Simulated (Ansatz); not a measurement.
`F[Si](Cl)(Cl)Cl` + `S[SiH2]Cl` → `F[Si](Cl)(Cl)S[SiH2]Cl` + HCl  (ligand exchange at the Si–Cl bond)

Computed with Ansatz on PBE0-D4/def2-TZVP structures; ΔE is electronic, products minus reactants. CCSD(T)/CBS adds triple-zeta CCSD(T) − MP2 to the extrapolated MP2 energy (def2 sets, frozen cores). This one scheme is used for every species. DFT in def2-TZVPP. One conformer a species, not always the lowest.

CCSD(T)/CBS gives +6.7 kcal/mol.

Task: Another level gave +8.8 kcal/mol. Which?
A. PBE0-D4/def2-TZVPP
B. SCS-MP2/def2-TZVPP
C. B2PLYP/def2-TZVPP
D. HF/def2-TZVPP

Result: C. B2PLYP 8.8, PBE0-D4 6.0, SCS-MP2/def2-TZVPP 7.5, HF/def2-TZVPP 11.7 kcal/mol.

Largest T1 diagnostic among the species: 0.011.

The D4 term adds −3.7 kcal/mol with B3LYP and −2.1 kcal/mol with PBE0; it sums over pairs of atoms, weighted by their polarisabilities, and B3LYP, whose exchange is more repulsive, gets the larger term. In def2-TZVPP, CCSD(T) changes the Hartree–Fock value by −4.7 kcal/mol (the triples alone add −0.9 kcal/mol) and MP2 by −5.3 kcal/mol.

B3LYP here is the variant with VWN-RPA as its local correlation; programs differ in this.
